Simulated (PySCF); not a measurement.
# Cadmium: a sound run and one with changed settings

Sound run: Cd²⁺ [Kr] 4d10, Cd³⁺ [Kr] 4d9. Computed with PySCF 2.14 in aug-cc-pVDZ-PP with ECP28MDF (5s5p4d2f, 54 functions), with a scalar-relativistic core potential. The sound run starts from symmetry-adapted Hartree-Fock orbitals and uses a fine grid where one is needed.

A second run was set up differently.

```json
{"species": "Cd²⁺", "method": "UHF", "sound run (hartree)": "-165.99631", "changed run (hartree)": "-165.99631", "converged": "yes"}
{"species": "Cd²⁺", "method": "TPSS", "sound run (hartree)": "-166.70687", "changed run (hartree)": "-166.70687", "converged": "yes"}
{"species": "Cd²⁺", "method": "B3LYP", "sound run (hartree)": "-166.82518", "changed run (hartree)": "-166.82518", "converged": "yes"}
{"species": "Cd³⁺", "method": "UHF", "sound run (hartree)": "-164.67509", "changed run (hartree)": "-164.67509", "converged": "yes"}
{"species": "Cd³⁺", "method": "TPSS", "sound run (hartree)": "-165.33624", "changed run (hartree)": "-165.37080", "converged": "yes"}
{"species": "Cd³⁺", "method": "B3LYP", "sound run (hartree)": "-165.44217", "changed run (hartree)": "-165.46042", "converged": "yes"}
```

Ionisation energy of Cd²⁺:

| method | sound run (eV) | changed run (eV) |
| --- | --- | --- |
| UHF | 35.952 | 35.952 |
| TPSS | 37.297 | 36.356 |
| B3LYP | 37.634 | 37.137 |

Question: What was changed?
A. basis contracted for another Hamiltonian
B. level shift left on
C. angular grid far too coarse
D. minimal basis

Answer: C. It used 14 angular points. A coarse angular grid integrates products of high-l functions wrongly, so density functionals can shift, and the SCF can exploit the error; Hartree-Fock and MP2 need no grid.
